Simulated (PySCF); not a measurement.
C2H4ClInO, SMILES [In]([OH])([CH]=C)[Cl].

The structure is a stationary point at B3LYP-D3(BJ)/def2-SVP. The structure was generated by enumeration; whether it is a known compound was not checked. The def2 effective core potentials stand for the cores of In; spin–orbit coupling is left out. The values are those of a single conformer.

Calculation: PySCF with TDA-PBE/def2-SVPD.

Vertical excitations. Gas-phase values at a fixed geometry. State labels are in the subgroup Cs.

Q: Estimate the UV-visible absorptions. (An estimate is asked for; the answer gives what the named calculation found.)

A: 
```csv
state,symmetry,energy (eV),λ (nm),f,main pairs
S1,A",4.60,270,0.000,HOMO−1→LUMO 98 %
S2,A',4.64,267,0.000,"HOMO→LUMO 78 %, HOMO−1→LUMO+1 17 %"
S3,A",4.68,265,0.004,HOMO→LUMO+1 99 %
S4,A',4.98,249,0.047,"HOMO−1→LUMO+1 65 %, HOMO−5→LUMO+1 15 %"
S5,A",5.04,246,0.003,HOMO−2→LUMO+1 95 %
S6,A',5.16,240,0.026,"HOMO−2→LUMO 62 %, HOMO−4→LUMO 21 %"
S7,A",5.26,236,0.001,"HOMO−3→LUMO 69 %, HOMO−5→LUMO 29 %"
S8,A",5.41,229,0.039,HOMO−4→LUMO+1 89 %
S9,A",5.45,228,0.000,"HOMO−5→LUMO 65 %, HOMO−3→LUMO 23 %"
S10,A',5.80,214,0.036,"HOMO−5→LUMO+1 41 %, HOMO→LUMO+2 25 %, HOMO−4→LUMO 18 %"
T1,A',4.16,298,0,"HOMO−2→LUMO 36 %, HOMO→LUMO 31 %, HOMO−4→LUMO 24 %"
T2,A",4.35,285,0,HOMO→LUMO+1 95 %
T3,A',4.37,284,0,"HOMO−1→LUMO+1 70 %, HOMO→LUMO 23 %"
T4,A',4.44,279,0,"HOMO→LUMO 45 %, HOMO−1→LUMO+1 26 %, HOMO−2→LUMO 16 %, HOMO−4→LUMO 11 %"
```
Triplets are in the Tamm–Dancoff approximation.
